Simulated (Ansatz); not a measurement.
Molecule: CCl (charge 0, doublet). 
Coordinates optimised at B3LYP-D3(BJ)/def2-TZVP (Ansatz, a first-principles code):
SMILES: [C]Cl
```xyz
2

C      0.0000     0.0000    -1.2243
Cl     0.0000     0.0000     0.4321
```
Charge 0, spin multiplicity 2.

Basis-set convergence of Hartree-Fock and CCSD(T) correlation energies (hartree) with Ansatz. Cores are frozen in the correlated levels unless marked. Open shells are spin-unrestricted. Spin-orbit coupling is left out. No relativistic terms.

| basis | functions | E(HF) | E(corr, CCSD(T)) |
|---|---|---|---|
| def2-SVPD | 47 | -497.05181 | -0.27041 |
| def2-TZVPPD | 88 | -497.25364 | -0.34132 |
| def2-QZVPPD | 142 | -497.26748 | -0.36601 |

Extrapolating the two largest sets (X = 3 and 4) as X^-3: E(corr) = (64·(-0.36601) - 27·(-0.34132))/37 = -0.3840 Eh, an estimate of the basis-set limit. The largest set recovers 95.3 % of it, the smallest 70.4 %.
